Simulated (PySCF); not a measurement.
Molecule: `InChI=1S/C5H3ClOS/c6-5(7)4-2-1-3-8-4/h1-3H`.

Atom-mapped SMILES (the numbers label the heavy atoms): `[O:1]=[C:2]([Cl:3])[c:4]1[cH:5][cH:6][cH:7][s:8]1`; H(Xn) means a hydrogen on atom n.

Geometry PBE0-D3(BJ)/def2-SVP throughout; GIAO in PySCF 2.14.0 with density-fitted response routines, gas phase, one conformer, non-relativistic; equivalent atoms averaged; functional PBE0.

A run gave: O1 519.4, C4 140.7, C5 133.5, C2 157.8, Cl3 376.8, S8 195.9, H(C5) 8.03, H(C7) 7.70, H(C6) 7.25 ppm (shifts δ (against H2O, TMS, HCl, CS2 at the same level)).

Task: Which basis set was used in that run?
A. STO-3G
B. 6-311+G(2d,p)
C. 6-31G
D. 6-31G*

Result: C. S8 tells them apart best: 6-31G gives 195.9, 6-31G* gives 224.4, 6-311+G(2d,p) gives 270.0, STO-3G gives 107.0 ppm.
